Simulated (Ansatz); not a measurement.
`[OH][In]([F])[F]` + H₂ → `[F][InH][F]` + H₂O at 500 K and 1 bar (hydrogenolysis of the In–O bond).

Computed with Ansatz on PBE0-D4/def2-TZVP structures; ΔE is electronic, products minus reactants. CCSD(T)/CBS adds triple-zeta CCSD(T) − MP2 to the extrapolated MP2 energy (def2 sets, frozen cores). This one scheme is used for every species. def2 core potentials past Kr. For In outer-core shells are correlated without core-valence functions, which leaves a few kJ/mol of doubt a bond. Each species was taken in one conformer, which may not be the lowest.

```tsv
species	CCSD(T)/CBS energy (Eh)	H − E (kJ/mol)	S (J/(mol·K))
`[OH][In]([F])[F]`	-465.24461	78.5	375.8
H₂	-1.17544	41.0	145.5
`[F][InH][F]`	-390.04654	52.1	326.1
H₂O	-76.37941	73.2	206.3
```

H − E and S are ideal-gas, rigid-rotor, harmonic terms from PBE0-D4/def2-TZVP, for one conformer and one mirror image of each species. For small species the MP2-based limit differs from directly extrapolated CCSD(T) by up to some mEh (0.8 for H₂); such offsets cancel only in part. 1 Eh = 2625.50 kJ/mol, R = 8.31446 J/(mol·K).

Problem. By hand: ΔE, ΔH, ΔS and ΔG.

Solution. ΔE = (-390.04654) + (-76.37941) − (-465.24461) − (-1.17544) = -0.00590 Eh = -15.5 kJ/mol. Δ(H − E) = 52.1 + 73.2 − 78.5 − 41.0 = 5.8, so ΔH = -9.7 kJ/mol. ΔS = 326.1 + 206.3 − 375.8 − 145.5 = 11.1 J/(mol·K). ΔG = -9.7 − 500 × (11.1)/1000 = -15.2 kJ/mol.

Problem. By hand: the equilibrium constant, and the temperature at which ΔG would vanish if ΔH and ΔS stayed fixed.

Solution. log₁₀ K = −ΔG/(RT ln 10) = 1.6. ΔH and −TΔS have one sign here, so there is no such temperature.

TΔS isn't small against ΔH here. A doubt of 5 kJ/mol in ΔE shifts log₁₀ K by 0.5 here. Other conformers and mirror images would add mixing entropy, several J/(mol·K) or more a flexible species. These are equilibria of isolated gas molecules and say nothing of rates. Largest T1 diagnostic: 0.018 (customary marks: 0.02 for closed shells, 0.045 for open ones).

ΔS is within the doubt of such terms, so its sign, and with it that verdict, could turn.
